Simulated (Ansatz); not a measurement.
Reaction (atomization): `[CH3][In]([Cl])[I]` → C• + Cl• + 3 H• + I• + In•

Gas-phase electronic energies from Ansatz, PBE0-D4/def2-TZVP geometries. CBS: MP2 limit from def2 TZ/QZ plus the TZ coupled-cluster correction, frozen cores. This one scheme is used for every species, atoms too. Functionals use def2-TZVPP. Open shells (•) are unrestricted, without spin–orbit coupling. Spin–orbit coupling would lower the free atoms: a little for C, Cl; strongly for I, In. def2 core potentials past Kr. Bonds to I, In are less sure, by a few kJ/mol each and by 10 to 20 or more in all where they break to atoms, as the def2 sets lack core-valence functions.

```json
{"species": "`[CH3][In]([Cl])[I]`", "PBE0 energy (Eh)": "-987.91170"}
{"species": "C•", "PBE0 energy (Eh)": "-37.80537"}
{"species": "Cl•", "PBE0 energy (Eh)": "-459.99743"}
{"species": "H•", "PBE0 energy (Eh)": "-0.50104"}
{"species": "I•", "PBE0 energy (Eh)": "-297.69312"}
{"species": "In•", "PBE0 energy (Eh)": "-190.11398"}
```

Question: Work out ΔE.

Answer: ΔE = 3 × (-0.50104) + (-37.80537) + (-459.99743) + (-297.69312) + (-190.11398) − (-987.91170) = 0.79868 Eh = +2096.9 kJ/mol. CCSD(T)/CBS gives +2129.7 kJ/mol.

Largest T1 diagnostic among the species: 0.015.

The D4 term adds +27.7 kJ/mol with B3LYP and +14.9 kJ/mol with PBE0; it sums over pairs of atoms, weighted by their polarisabilities, and B3LYP, whose exchange is more repulsive, gets the larger term. From r2SCAN to r2SCAN0 (25 % exact exchange), in def2-TZVPP and without D4, ΔE moves by −24.0 kJ/mol: exact exchange takes away binding that semilocal exchange gives to molecules. In def2-TZVPP, CCSD(T) changes the Hartree–Fock value by +487.9 kJ/mol (the triples alone add +37.0 kJ/mol) and MP2 by +526.5 kJ/mol; breaking electron pairs costs correlation energy, which Hartree–Fock lacks.

B3LYP here is the variant with VWN-RPA as its local correlation; programs differ in this.

For atomizations the MP2-based limit and the directly extrapolated one differ by several kJ/mol either way, and by 10 to 25 for some Ge, Se and Sn compounds, so smaller differences from it don't rank the levels.
